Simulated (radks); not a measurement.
Cs III, 53 electrons, occupied as [Kr] 4d10 5s2 5p5.

All-electron calculation, scalar-relativistic Kohn-Sham, exchange-only PBE, spin-unpolarised, spherical densities, finite nucleus; Fermi nuclear charge, rms radius 4.8041 fm. Program: a radial shooting solver on a logarithmic mesh with Libxc functionals.

Energy parts (eV):
| part | energy |
|---|---|
| total | -211778.75 |
| kinetic | 223192.96 |
| electron-nucleus | -511742.41 |
| Hartree | 81901.59 |
| exchange | -5130.89 |

Orbitals (lengths in bohr, moments of r in powers of bohr; <r^-3> diverges for s and p1/2; r(90%) holds 90 % of the orbital's charge):
orbital  occ.  eigenvalue (eV)      <r^2>  <r^-3>   <1/r>  r(90%)
1s          2        -35814.14  0.0009251       -   59.39  0.0470
2s          2        -5631.245    0.01483       -   13.64   0.173
2p          6        -5053.493    0.01177    6587   13.00   0.160
3s          2        -1182.926     0.1022       -   4.916   0.439
3p          6        -996.9962     0.1023    1283   4.668   0.445
3d         10        -724.0079    0.08840   176.6   4.423   0.429
4s          2        -235.7794     0.5447       -   2.018   1.000
4p          6        -176.3260     0.6220   262.7   1.855    1.08
4d         10         -89.7783     0.8133   28.53   1.585    1.26
5s          2         -41.4268      3.280       -  0.7690    2.46
5p          5         -27.6281      4.538   34.21  0.6483    2.93
6s          0         -11.7172      18.80       -  0.3088    5.81
5d          0         -11.6154      10.84   1.831  0.4145    4.64
4f          0          -6.4875      8.887   1.186  0.6523    4.79

The highest occupied level is 5p at -27.628 eV. The electron density at the nucleus is 3.065e+05 e/bohr^3 (large components only). For comparison, the ionisation energy in NIST's Atomic Spectra Database is 33.195 eV (semi-empirical). In exact Kohn-Sham theory the highest level is minus the ionisation energy, but local and semilocal functionals leave it too shallow, through self-interaction and a potential that decays too fast; potentials with the right tail come closer. Summed over all electrons, <r^2> = 44.01 bohr^2, which gives a Langevin (diamagnetic) susceptibility term of -34.9 x 10^-6 cm^3/mol. The density falls to 0.001 e/bohr^3 at r = 3.84 bohr.

Beside tabulated values, note that spin-unpolarised runs miss the spin-polarisation part of the exchange energy of open shells.
